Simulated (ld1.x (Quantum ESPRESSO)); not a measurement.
**An all-electron radial function and its pseudo partner (Al (Z = 13))**

Columns: radius, all-electron u(r) and pseudo u(r) of the 3s shell (level -7.84 eV) of aluminium in the configuration [Ne] 3s2 3p1; LDA (PZ), scalar-relativistic, ultrasoft scheme, ld1.x (Quantum ESPRESSO) 7.5.

```
r (bohr)  all-electron  pseudo
   0.118        0.0913  0.0685
   0.235       -0.1475  0.1356
   0.353       -0.2841  0.2016
   0.470       -0.2935  0.2647
   0.588       -0.2206  0.3252
   0.705       -0.1067  0.3816
   0.822        0.0217  0.4338
   0.940        0.1497  0.4818
   1.058        0.2672  0.5247
   1.175        0.3689  0.5621
   1.292        0.4545  0.5942
   1.410        0.5245  0.6213
   1.528        0.5792  0.6429
   1.645        0.6196  0.6592
   1.763        0.6479  0.6705
   1.880        0.6653  0.6768
   1.998        0.6735  0.6783
   2.115        0.6739  0.6754
   2.232        0.6678  0.6680
   2.350        0.6564  0.6564
   2.468        0.6406  0.6406
   2.585        0.6217  0.6217
   2.702        0.6002  0.6002
   2.820        0.5767  0.5767
   2.938        0.5519  0.5519
   3.055        0.5266  0.5266
```

(1) How many radial nodes do the two functions have?

(2) At about which radius was the pseudo-wave matched?

(3) Is the pseudo-wave norm-conserving?

## Answers

(1) The all-electron 3s function has n − l − 1 = 2; the pseudo-wave has 0, since the states of the same l below it are removed with the core.

(2) 2.35 bohr. The columns agree to 0.0005 from 2.23 bohr on; several derivatives are matched, so the curves merge somewhat inside the radius.

(3) No, it belongs to an ultrasoft set: the norm inside the radius is not constrained, and the difference is carried by the augmentation charge.
